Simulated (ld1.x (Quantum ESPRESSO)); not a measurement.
## Sm (Z = 62), ultrasoft: configuration errors across variants

ld1.x (Quantum ESPRESSO) 7.5 input, shortened:

```
&input
   title='Sm', zed=62., rel=1, dft='PBE', iswitch=3,
   config='[Xe] 4f6 5d0 6s1 6p1'
 /
 &inputp
   pseudotype=3, tm=.true., lloc=-1, rcloc=2.60,
   nlcc=.false.,
   which_augfun='PSQ', rmatch_augfun_nc=.true.
 /
8
5S  1  0   2.00   0.00  2.35  2.70  0.0
6S  2  0   1.00   0.00  2.35  2.70  0.0
5P  2  1   6.00   0.00  2.15  2.45  0.0
6P  3  1   1.00   0.00  2.15  2.45  0.0
5D  3  2   0.00   0.00  2.10  2.60  0.0
5D  3  2   0.00   3.80  2.10  2.60  0.0
4F  4  3   6.00   0.00  1.15  1.60  0.0
4F  4  3   0.00   4.35  1.15  1.60  0.0
 &test
   configts(1)='4f6 5s2 5p6 5d0 6s1 6p1'
 /
```

All-electron excitation energies from the reference (eV): (1) 4f6 5s2 5p6 5d0 6s2 6p0 -2.441; (2) 4f6 5s2 5p6 5d0 6s1 6p0 3.506; (3) 4f6 5s2 5p6 5d0 6s0 6p0 14.595; (4) 4f6 5s2 5p6 5d0 6s1.5 6p0 -0.073; (5) 4f5 5s2 5p6 5d1 6s1 6p0 6.964; (6) 4f6 5s1 5p6 5d0 6s2 6p0 46.279; (7) 4f5 5s2 5p6 5d0 6s2 6p0 6.730.

The overlap operator is not positive definite (basis up to 400 Ry) in “base”, “all radii scaled by about 0.86 (s 2.32, p 2.10, d 2.24, f 1.38 bohr, rcut 2.02/1.84/1.80/0.98); local potential all-electron potential smoothed inside 2.24 bohr (lloc = -1)”, “all radii scaled by about 1.05 (s 2.82, p 2.56, d 2.72, f 1.68 bohr, rcut 2.46/2.24/2.20/1.20); local potential all-electron potential smoothed inside 2.72 bohr (lloc = -1)”, “all radii scaled by about 1.26 (s 3.40, p 3.08, d 3.26, f 2.02 bohr, rcut 2.96/2.70/2.64/1.44); local potential all-electron potential smoothed inside 3.26 bohr (lloc = -1)”. Such files are unfit for use, however small their errors in these radial tests.

2 further variants failed, have other tests or too few solved ones, and are left out.

Errors AE − PS in meV (a dash: test not solved or not reliable):

| change | (1) | (2) | (3) | (4) | (5) | (6) | (7) | bound ghosts |
| --- | --- | --- | --- | --- | --- | --- | --- | --- |
| base | -6.5 | -1.5 | -30 | -3.2 | +68 | -403 | -396 | not determined (overlap not positive) |
| all radii scaled by about 0.86 (s 2.32, p 2.10, d 2.24, f 1.38 bohr, rcut 2.02/1.84/1.80/0.98); local potential all-electron potential smoothed inside 2.24 bohr (lloc = -1) | -0.4 | -2.2 | -3.1 | -1.6 | +81 | -66 | +335 | not determined (overlap not positive) |
| all radii scaled by about 1.05 (s 2.82, p 2.56, d 2.72, f 1.68 bohr, rcut 2.46/2.24/2.20/1.20); local potential all-electron potential smoothed inside 2.72 bohr (lloc = -1) | -2.4 | -4.1 | -5.1 | -3.5 | – | – | – | not determined (overlap not positive) |
| all radii scaled by about 1.26 (s 3.40, p 3.08, d 3.26, f 2.02 bohr, rcut 2.96/2.70/2.64/1.44); local potential all-electron potential smoothed inside 3.26 bohr (lloc = -1) | – | – | – | – | – | – | – | not determined (overlap not positive) |

Q: Give the same row for: all radii scaled by about 1.37 (s 3.70, p 3.36, d 3.56, f 2.18 bohr, rcut 3.22/2.94/2.88/1.58); local potential all-electron potential smoothed inside 3.56 bohr (lloc = -1).

A: –, –, –, –, –, –, –; bound ghosts: none.
